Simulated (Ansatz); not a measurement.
Reaction (ligand exchange at the Al–N bond): `[CH3][AlH][NH][SiH2]C` + silanol → `[CH3][AlH][O][SiH3]` + `C[SiH2]N`

Gas-phase electronic energies from Ansatz, PBE0-D4/def2-TZVP geometries. CCSD(T)/CBS is the MP2 limit (def2-TZVPP, def2-QZVPP) plus CCSD(T) − MP2 in def2-TZVPP, frozen cores. Functionals use def2-TZVPP. B3LYP here is the variant with VWN-RPA as its local correlation; programs differ in this. One conformer a species, not always the lowest.

CCSD(T)/CBS gives -0.58 eV.

(1) Another level gave -0.62 eV. Which?
A. PBE-D4/def2-TZVPP
B. CAM-B3LYP/def2-TZVPP
C. B3LYP-D4/def2-TZVPP
D. MP2/def2-TZVPP

(2) What do rigid-rotor, harmonic-oscillator terms from PBE0-D4/def2-TZVP frequencies (298.15 K, 1 bar) make of the CCSD(T)/CBS value? (An estimate is asked.)

Largest T1 diagnostic among the species: 0.011.

Answers

(1) C. B3LYP-D4 -0.62, MP2/def2-TZVPP -0.58, PBE-D4 -0.52, CAM-B3LYP -0.66 eV.

(2) The calculation gave: ΔZPE = 0.00 eV, ΔH = -0.57 eV, ΔS = 37 J/(mol·K), ΔG = -0.68 eV. Modes under 50 cm⁻¹ make the entropy rough.

In def2-TZVPP, CCSD(T) changes the Hartree–Fock value by +0.17 eV (the triples alone add +0.03 eV) and MP2 by +0.16 eV. Leaving LDA and LC-ωPBE aside and taking each functional with its dispersion term where it has one, the values, not all of them listed here, spread over 0.15 eV, from BHLYP-D4 to revPBE-D4.
